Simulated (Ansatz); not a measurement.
Species: C₅H₈, SMILES `CCC1C=C1` (C–C–C–C torsion 147°) (charge 0, multiplicity 1).

Give a relaxed geometry from B3LYP-D3(BJ)/def2-TZVP run with Ansatz (a quantum-chemistry and plane-wave program).

Several could match; the one computed here: the end point of this relaxation, one of several conformers (outside a Z-matrix the atoms follow the SMILES, hydrogens last).
Z-matrix (Å, degrees):
```
C
H 1 1.0928
C 1 1.5026 2 117.88
C 3 1.2895 1 64.71 2 -104.20
H 4 1.0756 3 149.20 1 -179.28
H 3 1.0758 4 149.25 5 -0.05
C 1 1.5164 2 112.92 4 -150.17
H 7 1.0939 1 108.95 2 -175.51
H 7 1.0956 8 106.63 1 -117.78
C 7 1.5282 8 109.95 9 -118.55
H 10 1.0917 7 111.60 8 59.99
H 10 1.0925 11 107.95 7 122.07
H 10 1.0928 11 107.73 12 115.88
```
